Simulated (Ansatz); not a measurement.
O₂S, charge +1, doublet, geometry from GFN2-xTB (a state made from the parent by changing its charge; the spin is typed, not shown lowest); PBE0/STO-3G in Ansatz (a quantum-chemistry and plane-wave program).

The Ansatz input:
Ansatz 0.2 input:
```yaml
crystal:
  periodic: [false, false, false]
  atoms:
    - {symbol: S, position_ang: [0.01164702, -0.00345740, 0.31572720]}
    - {symbol: O, position_ang: [-0.03156227, 1.26296905, -0.30120014]}
    - {symbol: O, position_ang: [0.00826823, -1.25605426, -0.33025426]}
basis:
  gaussian:
    orbitals: STO-3G
hamiltonian:
  xc: pbe0
total_charge: 1
magnetization: {spin_polarized: true, initial_magnetization: 1}
```

What the program printed (banner, timings and long lists left out):

```
Functional definition: PBE0
241 factors; integrals over basis functions are off by at most 1.7e-5 eV
mean field evaluation 1: about -14721.2393 eV, gradient 3.8e1 eV
mean field evaluation 2: about -14718.0922 eV, gradient 4.2e1 eV
mean field evaluation 4: about -14731.0902 eV, gradient 2.6e-1 eV
mean field evaluation 8: about -14731.1108 eV, gradient 2.7e-3 eV
mean field evaluation 16: about -14731.1108 eV, gradient 3.9e-5 eV
mean field -14731.11080162 eV, -541.3583368540 hartree, gradient 1.2e-6 eV, S^2 0.756971; 3 other end points of the search recorded, 0 dependent functions left out
reference -14731.11080645 eV, -541.3583370316 hartree; 16, 15 occupied and 3, 4 virtual orbitals, 241 factors
Total energy: -14731.11080645 eV, -541.3583370316 hartree
```
